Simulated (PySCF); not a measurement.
C2H3O2, SMILES [CH2]OC=O, multiplicity 2.

Coordinates come from a B3LYP-D3(BJ)/def2-SVP optimisation. The isomer is the one that the SMILES or the coordinates give; other isomers of the formula were not compared. One conformer was computed; it need not be the lowest.

The numbers are results of PBE/def2-TZVPD (PySCF), not measurements.

Gas-phase values at a fixed geometry.

```json
{
 "total_energy": "-228.24189 hartree",
 "point_group": "Cs",
 "α spin, highest occupied and lowest empty level": "-4.89 and -1.45 eV",
 "β spin, highest occupied and lowest empty level": "-7.02 and -3.17 eV",
 "dipole_moment": "1.77 D",
 "quadrupole, principal values (traceless, Buckingham form, about the centre of nuclear charge)": "-5.24, -0.87, 6.11 D·Å",
 "mean_static_polarisability": "38.0 bohr³ (5.63 Å³)",
 "polarisability_principal_values": "26.5, 36.0, 51.6 bohr³",
 "⟨S²⟩": "0.754 (pure state 0.75)"
}
```
